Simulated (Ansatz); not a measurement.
## Abstraction of F: SnHF3 + SiH(SiH2)F2 → SnHF2 + Si2H3F3

Species: SnHF3 `[F][SnH]([F])[F]`, singlet; SiH(SiH2)F2, doublet; SnHF2 `[F][SnH][F]`, doublet; Si2H3F3 `F[SiH2][SiH](F)F`, singlet. A radical takes F: the energy is the difference in strength between the Sn–F bond broken and the Si–F bond made.

Shapes, held fixed at every level: PBE0-D4/def2-TZVP. Flexible molecules stand in one conformer, not always the lowest. Programs: Ansatz 0.2.0. Electronic energies: no zero-point or thermal term.

```tsv
level	kind	ΔE (kJ/mol)	less CCSD(T)/def2-TZVPP	CPU time (sum over the molecules)
HF/def2-TZVPP	Hartree–Fock	-129.7	-8.1	–
r2SCAN-D4/def2-TZVPP	meta-GGA	-125.1	-3.5	56 s
PBE0-D4/def2-TZVPP	global hybrid	-124.5	-2.9	33 s
wB97X-V/def2-TZVPP	range-separated hybrid	-126.7	-5.1	94 s
B2PLYP/def2-TZVPP	double hybrid	-133.8	-12.2	54 s
CCSD/def2-TZVPP	coupled cluster or CI	-124.0	-2.4	–
CCSD(T)/def2-TZVPP	coupled cluster or CI	-121.6	0.0	18 min
```

The highest level, CCSD(T)/def2-TZVPP, gives ΔE = -121.6 kJ/mol; the levels span -133.8 to -121.6. The column of differences is taken from that level and isn't an error. No measured value is set beside it here. Open shells run unrestricted. For atoms past krypton def2 sets carry core potentials with scalar relativity. Outer-core shells of Sn are correlated, in sets that cover them unevenly. Times are processor times on shared x86 and Arm servers, and rough.
